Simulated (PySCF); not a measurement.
Compound: C4H3O3S (charge -1).
Numbering: `[CH2:1]=[C:2]1[CH:3]=[C:4]1[S:5](=[O:6])(=[O:7])[O-:8]` (hydrogens: H9, H10 on C1; H11 on C3)

Structure used (GFN2-xTB), in Å, numbered top down from 1:
```xyz
11
C4H3O3S angstrom
C      2.052   -0.726    0.665
C      1.094   -0.013    0.116
C      0.628    1.063   -0.716
C     -0.303    0.317   -0.126
S     -2.072   -0.059   -0.090
O     -2.329   -0.668    1.205
O     -2.696    1.243   -0.287
O     -2.168   -0.964   -1.232
H      1.832   -1.562    1.307
H      3.094   -0.505    0.490
H      0.874    1.877   -1.357
```

A PySCF run (density fitting, gas phase, GFN2-xTB geometry) gave HOMO -1.53 eV, LUMO 2.05 eV and E = -785.910 Eh.

Question: Which of these levels was it?
A. OLYP/IGLO-II
B. PBE/cc-pVDZ
C. KT3/def2-SVPD
D. CAM-B3LYP/def2-SVPD
E. WP04/MINI

Answer: C. It is KT3/def2-SVPD. All candidates on this geometry:

```tsv
level and settings	kind	basis functions	SCF cycles	E (Eh)	HOMO (eV)	LUMO (eV)
PBE/cc-pVDZ, energy threshold 1e-07 Eh, fitting basis def2-qzvpp-jkfit	GGA	131	12	-777.3965	-0.48	2.61
WP04/MINI	global hybrid fitted to proton shifts	47	16	-784.4507	-3.92	-0.67
OLYP/IGLO-II, level shift 0.2 Eh	GGA	207	14	-778.0105	-0.78	2.51
KT3/def2-SVPD, damping 0.3 at the start, DIIS from the seventh cycle, start guess sap	GGA	200	28	-785.9103	-1.53	2.05
CAM-B3LYP/def2-SVPD	range-separated hybrid	200	14	-777.4649	-3.99	4.01
```

The nearest other candidate, by the summed differences of HOMO and LUMO, is OLYP/IGLO-II: its HOMO differs by +0.75 eV and its LUMO by +0.46 eV. Cycle counts include a coarse-grid stage where the run had one. KT3 and WP04 were designed for NMR shieldings or shifts; total energies of different functionals aren't comparable.
